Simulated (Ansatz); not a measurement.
`O[SiH2]C[Si](O)(Cl)Cl` from Hartree–Fock to CCSD(T)

```xyz
13

O     1.7535   -1.4411    0.0702
Si    1.5242    0.0115    0.7992
C     0.2844    1.0393   -0.1771
Si   -1.3519    0.2386   -0.3788
O    -1.0824   -1.3327   -0.7614
Cl   -2.4417    0.3389    1.3502
Cl   -2.4944    1.0945   -1.8464
H     0.9482   -1.8604   -0.2509
H     1.0170   -0.1268    2.1913
H     2.8408    0.6923    0.8205
H     0.1413    2.0069    0.3147
H     0.6992    1.2294   -1.1731
H    -1.8382   -1.8903   -0.9585
```

Charge 0, multiplicity 1. All single points use the PBE0-D4/def2-TZVP geometry. It is one conformer, not always the lowest. Frozen core, restricted reference, Ansatz 0.2.0. CBS rows extrapolate triple and quadruple zeta; past MP2 they add the triple-zeta difference.

| basis | HF (Eh) | MP2 corr. | CCSD corr. | (T) | CCSD(T) total |
| --- | --- | --- | --- | --- | --- |
| def2-TZVPP | -1688.33243 | -1.27073 | -1.33199 | -0.05312 | -1689.71754 |
| def2-QZVPP | -1688.38529 | -1.38053 | – | – | – |
| CBS(def2) | -1688.39257 | -1.46186 | -1.52312 | as TZ | -1689.96881 |
